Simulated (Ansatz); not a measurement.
Consider the ligand exchange at the Hf–N bond: `CC(C)[NH][Hf]([Cl])([Cl])[NH]C(C)C` + H–F → `CC(C)[NH][Hf]([F])([Cl])[Cl]` + `CC(C)N`.

Gas-phase electronic energies from Ansatz, PBE0-D4/def2-TZVP geometries. CCSD(T)/CBS adds triple-zeta CCSD(T) − MP2 to the extrapolated MP2 energy (def2 sets, frozen cores). This one scheme is used for every species. Functionals use def2-TZVPP. HSE06 is defined as in plane-wave codes. def2 core potentials past Kr. For Hf outer-core shells are correlated without core-valence functions, which leaves a few kJ/mol of doubt a bond. One conformer a species, not always the lowest.

`CC(C)[NH][Hf]([Cl])([Cl])[NH]C(C)C`:

Cartesian coordinates in Å:
```
C 0.194 1.008 -2.063
C 0.846 -0.329 -2.353
C 2.345 -0.279 -2.090
N 0.214 -1.392 -1.586
Hf -1.184 -1.690 -0.169
Cl -0.384 -3.448 1.209
Cl -3.241 -2.220 -1.209
N -1.520 0.043 0.793
C -0.735 0.846 1.717
C 0.591 0.159 1.993
C -1.496 1.110 3.006
H 0.327 1.289 -1.016
H -0.878 0.978 -2.272
H 0.639 1.788 -2.684
H 0.699 -0.543 -3.422
H 2.815 -1.242 -2.307
H 2.541 -0.038 -1.042
H 2.827 0.478 -2.714
H 0.620 -2.286 -1.862
H -2.427 0.469 0.625
H -0.519 1.817 1.244
H 1.140 -0.034 1.066
H 1.225 0.780 2.629
H 0.434 -0.795 2.505
H -1.710 0.169 3.519
H -2.447 1.611 2.805
H -0.917 1.749 3.678
```

H–F:

Z-matrix (Å, degrees):
```
F
H 1 0.920
```

`CC(C)[NH][Hf]([F])([Cl])[Cl]`:

Z-matrix (Å, degrees):
```
Hf
Cl 1 2.346
N 1 1.999 2 105.8
F 1 1.901 2 112.6 3 -119.3
Cl 1 2.356 2 111.7 3 118.5
C 1 3.161 2 125.4 3 -5.3
H 1 2.625 2 86.1 3 4.3
C 6 1.519 1 81.4 2 -167.3
C 6 1.520 1 123.2 2 -57.3
H 6 1.099 1 119.9 2 86.9
H 8 1.091 6 110.7 1 -178.4
H 8 1.095 6 111.3 1 -59.2
H 8 1.095 6 111.0 1 62.3
H 9 1.093 6 110.3 1 -33.7
H 9 1.093 6 110.8 1 -153.9
H 9 1.093 6 111.1 1 86.2
```

`CC(C)N`:

Cartesian coordinates in Å:
```
C -0.880 0.505 -0.948
C -0.109 -0.340 0.049
C 1.384 -0.094 -0.055
N -0.551 0.002 1.396
H -1.956 0.322 -0.872
H -0.703 1.566 -0.757
H -0.575 0.277 -1.972
H -0.295 -1.401 -0.193
H 1.752 -0.339 -1.054
H 1.936 -0.707 0.664
H 1.608 0.955 0.155
H -1.542 -0.178 1.503
H -0.070 -0.567 2.083
```

| level | ΔE (eV) |
| --- | --- |
| r2SCAN0-D4 | -1.16 |
| HSE06 | -1.26 |
| BHLYP | -1.37 |
| HF/def2-SVP | -1.45 |
| MP2/def2-SVP | -1.05 |
| CCSD/def2-TZVPP | -1.07 |
| MP2/def2-QZVPP | -0.95 |
| CCSD/CBS(def2) | -1.10 |

Task: What does CCSD(T)/CBS give? (Estimate.)

Result: Ansatz gave: -1.03 eV. The listed levels differ from it by -0.13, -0.23, -0.34, -0.42, -0.02, -0.04, 0.08, -0.07 eV.

Largest T1 diagnostic among the species: 0.013.

At CCSD(T), def2-SVP lies −0.05 eV from the extrapolated value and def2-TZVPP +0.03 eV. In def2-TZVPP, CCSD(T) changes the Hartree–Fock value by +0.45 eV (the triples alone add +0.07 eV) and MP2 by +0.53 eV.
